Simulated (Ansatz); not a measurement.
Ansatz (a program for electronic structure) input file for Ga(Me)(Cl) (CH3ClGa), SMILES [CH3][Ga+][Cl], charge +1, r2SCAN-D4/def2-TZVP. 

Ansatz 0.2 input:
```yaml
crystal:
  periodic: [false, false, false]
  atoms:
    - {symbol: Ga, position_ang: [0.00000000, 0.00000000, -0.27349367]}
    - {symbol: C, position_ang: [-0.00000001, -0.00000000, -2.33611521]}
    - {symbol: H, position_ang: [-0.90330755, -0.52152486, -2.67149611]}
    - {symbol: H, position_ang: [0.90330754, -0.52152485, -2.67149611]}
    - {symbol: H, position_ang: [0.00000001, 1.04304971, -2.67149611]}
    - {symbol: Cl, position_ang: [-0.00000000, -0.00000000, 1.79467549]}
basis:
  gaussian:
    orbitals: def2-TZVP
hamiltonian:
  xc: r2scan
  dispersion: d4
total_charge: 1
relax: {f_tol: 0.002, max_steps: 200}
```

Program output:

```
WARN ansatz: RAYON_NUM_THREADS=1 ignored (pool sized by the plan → 1); use --threads N
Functional definition: r2SCAN
integrals: 0.06 GiB planned
936 factors; their error is unknown
mean field: 0.40 GiB planned
mean field evaluation 1: about -65963.7980 eV, gradient 8.2e1 eV
mean field evaluation 2: about -65920.1014 eV, gradient 1.4e2 eV
mean field evaluation 4: about -65978.9896 eV, gradient 1.3e1 eV
mean field evaluation 8: about -65979.2409 eV, gradient 1.3e-1 eV
mean field evaluation 16: about -65979.2122 eV, gradient 1.9e-4 eV
mean field -65979.21221764 eV, -2424.6913266818 hartree, gradient 2.0e-5 eV, S^2 0.000000; 0 other end points of the search recorded, 0 dependent functions left out
the calculation of the forces begins
reference -65979.21222829 eV, -2424.6913270732 hartree; 28, 28 occupied and 106, 106 virtual orbitals, 936 factors
relax step   1: F+E_penalty+E_count = -65979.23102413 eV  Δ(F+E_penalty+E_count) = +0.000e0 eV  max|allowed force component| = 1.183e0 eV/Å  Δτ_max = 0.0000 Å  (32 SCF iters, accepted)
these checks for a lower state are left out or cut short: starts, cluster_reference, orbital_swaps, neighbouring_geometries, increment
integrals: 0.06 GiB planned
936 factors; their error is unknown
mean field: 0.41 GiB planned
mean field -65979.35553274 eV, -2424.6965934149 hartree, gradient 2.4e-5 eV, S^2 0.000000; 0 other end points of the search recorded, 0 dependent functions left out
the calculation of the forces begins
reference -65979.35554333 eV, -2424.6965938038 hartree; 28, 28 occupied and 106, 106 virtual orbitals, 936 factors
relax step   2: F+E_penalty+E_count = -65979.37469788 eV  Δ(F+E_penalty+E_count) = -1.437e-1 eV  max|allowed force component| = 8.728e-1 eV/Å  Δτ_max = 0.1184 Å  (33 SCF iters, accepted)
these checks for a lower state are left out or cut short: starts, cluster_reference, orbital_swaps, neighbouring_geometries, increment
integrals: 0.06 GiB planned
936 factors; their error is unknown
mean field: 0.41 GiB planned
mean field evaluation 32: about -65979.3765 eV, gradient 9.3e-5 eV
mean field -65979.37650309 eV, -2424.6973640610 hartree, gradient 2.3e-5 eV, S^2 0.000000; 0 other end points of the search recorded, 0 dependent functions left out
the calculation of the forces begins
reference -65979.37651364 eV, -2424.6973644487 hartree; 28, 28 occupied and 106, 106 virtual orbitals, 936 factors
relax step   3: F+E_penalty+E_count = -65979.39575461 eV  Δ(F+E_penalty+E_count) = -2.106e-2 eV  max|allowed force component| = 2.365e-1 eV/Å  Δτ_max = 0.0276 Å  (33 SCF iters, accepted)
these checks for a lower state are left out or cut short: starts, cluster_reference, orbital_swaps, neighbouring_geometries, increment
integrals: 0.06 GiB planned
936 factors; their error is unknown
mean field: 0.41 GiB planned
mean field -65979.37862281 eV, -2424.6974419592 hartree, gradient 2.4e-5 eV, S^2 0.000000; 0 other end points of the search recorded, 0 dependent functions left out
the calculation of the forces begins
reference -65979.37863335 eV, -2424.6974423466 hartree; 28, 28 occupied and 106, 106 virtual orbitals, 936 factors
relax step   4: F+E_penalty+E_count = -65979.39787418 eV  Δ(F+E_penalty+E_count) = -2.120e-3 eV  max|allowed force component| = 2.622e-2 eV/Å  Δτ_max = 0.0094 Å  (34 SCF iters, accepted)
these checks for a lower state are left out or cut short: starts, cluster_reference, orbital_swaps, neighbouring_geometries, increment
integrals: 0.06 GiB planned
936 factors; their error is unknown
mean field: 0.41 GiB planned
mean field -65979.37866698 eV, -2424.6974435822 hartree, gradient 2.4e-5 eV, S^2 0.000000; 0 other end points of the search recorded, 0 dependent functions left out
the calculation of the forces begins
reference -65979.37867752 eV, -2424.6974439696 hartree; 28, 28 occupied and 106, 106 virtual orbitals, 936 factors
relax step   5: F+E_penalty+E_count = -65979.39791518 eV  Δ(F+E_penalty+E_count) = -4.100e-5 eV  max|allowed force component| = 2.101e-3 eV/Å  Δτ_max = 0.0014 Å  (35 SCF iters, accepted)
these checks for a lower state are left out or cut short: starts, cluster_reference, orbital_swaps, neighbouring_geometries, increment
integrals: 0.06 GiB planned
936 factors; their error is unknown
mean field: 0.41 GiB planned
mean field -65979.37866705 eV, -2424.6974435848 hartree, gradient 2.4e-5 eV, S^2 0.000000; 0 other end points of the search recorded, 0 dependent functions left out
the calculation of the forces begins
reference -65979.37867759 eV, -2424.6974439722 hartree; 28, 28 occupied and 106, 106 virtual orbitals, 936 factors
relax step   6: F+E_penalty+E_count = -65979.39791539 eV  Δ(F+E_penalty+E_count) = -2.128e-7 eV  max|allowed force component| = 3.958e-4 eV/Å  Δτ_max = 0.0001 Å  (35 SCF iters, accepted)
integrals: 0.06 GiB planned
936 factors; their error is unknown
mean field: 0.41 GiB planned
mean field evaluation 64: about -65979.3787 eV, gradient 7.6e-5 eV
mean field -65979.37866705 eV, -2424.6974435848 hartree, gradient 2.4e-5 eV, S^2 0.000000; 1 other end points of the search recorded, 0 dependent functions left out
the calculation of the forces begins
reference -65979.37867759 eV, -2424.6974439722 hartree; 28, 28 occupied and 106, 106 virtual orbitals, 936 factors
Total energy: -65979.39792593 eV, -2424.6981513358 hartree
Atom 0 at    -0.000010    -0.000006    -0.372484 Å, force    -0.000007    -0.000004    -0.000387 eV/Å
Atom 1 at    -0.000004    -0.000002    -2.278030 Å, force    -0.000004    -0.000002    -0.000081 eV/Å
Atom 2 at    -0.899283    -0.519202    -2.614028 Å, force     0.000042     0.000024     0.000021 eV/Å
Atom 3 at     0.899285    -0.519200    -2.614010 Å, force    -0.000037     0.000023     0.000026 eV/Å
Atom 4 at     0.000002     1.038404    -2.614010 Å, force     0.000001    -0.000043     0.000026 eV/Å
Atom 5 at     0.000009     0.000005     1.663139 Å, force     0.000005     0.000003     0.000396 eV/Å
Dipole moment:    -0.000005    -0.000003    -0.728666 e Å
```

The run converged.

Cost: roughly 20 core-seconds.
